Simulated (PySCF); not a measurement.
**Radial density of Ga (gallium, neutral)**

UHF, [Ar] 3d10 4s2 4p1, 2P determinant. All numbers are calculated (PySCF 2.14, scalar relativity by spin-free X2C-1e, in x2c-QZVPPall with one added diffuse shell each of s, p, d, f type (12s8p6d5f1g, 110 functions)).

```json
{"r (bohr)": "0.000815", "4πr²ρ (e/bohr)": "0.2608", "4πr²(ρα − ρβ)": "0.0000"}
{"r (bohr)": "0.00137", "4πr²ρ (e/bohr)": "0.6574", "4πr²(ρα − ρβ)": "0.0000"}
{"r (bohr)": "0.00231", "4πr²ρ (e/bohr)": "1.622", "4πr²(ρα − ρβ)": "0.0000"}
{"r (bohr)": "0.00388", "4πr²ρ (e/bohr)": "3.869", "4πr²(ρα − ρβ)": "-0.0001"}
{"r (bohr)": "0.00652", "4πr²ρ (e/bohr)": "8.684", "4πr²(ρα − ρβ)": "-0.0002"}
{"r (bohr)": "0.0110", "4πr²ρ (e/bohr)": "17.56", "4πr²(ρα − ρβ)": "-0.0003"}
{"r (bohr)": "0.0185", "4πr²ρ (e/bohr)": "29.79", "4πr²(ρα − ρβ)": "-0.0003"}
{"r (bohr)": "0.0310", "4πr²ρ (e/bohr)": "37.93", "4πr²(ρα − ρβ)": "0.0008"}
{"r (bohr)": "0.0522", "4πr²ρ (e/bohr)": "33.51", "4πr²(ρα − ρβ)": "0.0048"}
{"r (bohr)": "0.0878", "4πr²ρ (e/bohr)": "32.04", "4πr²(ρα − ρβ)": "0.0116"}
{"r (bohr)": "0.148", "4πr²ρ (e/bohr)": "43.85", "4πr²(ρα − ρβ)": "0.0070"}
{"r (bohr)": "0.249", "4πr²ρ (e/bohr)": "28.69", "4πr²(ρα − ρβ)": "-0.0102"}
{"r (bohr)": "0.418", "4πr²ρ (e/bohr)": "23.33", "4πr²(ρα − ρβ)": "0.0056"}
{"r (bohr)": "0.703", "4πr²ρ (e/bohr)": "22.78", "4πr²(ρα − ρβ)": "-0.0062"}
{"r (bohr)": "1.18", "4πr²ρ (e/bohr)": "6.271", "4πr²(ρα − ρβ)": "0.0369"}
{"r (bohr)": "1.99", "4πr²ρ (e/bohr)": "1.732", "4πr²(ρα − ρβ)": "0.2608"}
{"r (bohr)": "3.35", "4πr²ρ (e/bohr)": "0.6853", "4πr²(ρα − ρβ)": "0.2906"}
{"r (bohr)": "5.63", "4πr²ρ (e/bohr)": "0.08658", "4πr²(ρα − ρβ)": "0.0649"}
{"r (bohr)": "9.47", "4πr²ρ (e/bohr)": "0.002300", "4πr²(ρα − ρβ)": "0.0022"}
```

Densities and radii are taken from the X2C orbitals without a picture-change correction, which distorts them close to the nucleus.

(1) Where is the radial spin density 4πr²(ρα − ρβ) most negative, and why is it negative at all?

## Answers

(1) Around r = 0.249 bohr, down to -0.0102 e/bohr: exchange with the open shell polarises the paired shells in an unrestricted calculation.
